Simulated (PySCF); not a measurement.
## W⁺: interval between two levels

W⁺ [Xe] 4f14 5d4 6s1 [6D9/2, M_J = 9/2] → W⁺ [Xe] 4f14 5d5 [6S5/2, M_J = 5/2], as a difference of total energies. Calculation: PySCF 2.14, in x2c-SVPall-2c with one added diffuse shell each of s, d type (8s9p10d2f, 99 functions); the two-component X2C-1e Hamiltonian. "Screened" scales the spin-orbit matrix elements by Boettger's factors to mimic the two-electron term; Breit and QED terms are absent.

| method | interval between two levels (cm⁻¹) | error (cm⁻¹) |
| --- | --- | --- |
| GHF (spin-free) | 3499.3 | +2226 |
| GHF (screened spin-orbit) | 1243.5 | -30 |

Reference: 1273.2 cm⁻¹ (measured; NIST Handbook of Basic Atomic Spectroscopic Data (Sansonetti and Martin, J. Phys. Chem. Ref. Data 34, 1559 (2005))).

The spin-free rows relax to the high-spin LS determinant and lack the spin-orbit shift.

Errors of the correlated levels include the incompleteness of this basis and the frozen core.

The labels give the starting determinants; with spin-orbit coupling the two ends relaxed to ⟨J²⟩ = 24.78, ⟨L²⟩ = 6.56, ⟨S²⟩ = 8.51 and ⟨J²⟩ = 8.75, ⟨L²⟩ = 0.20, ⟨S²⟩ = 8.63.
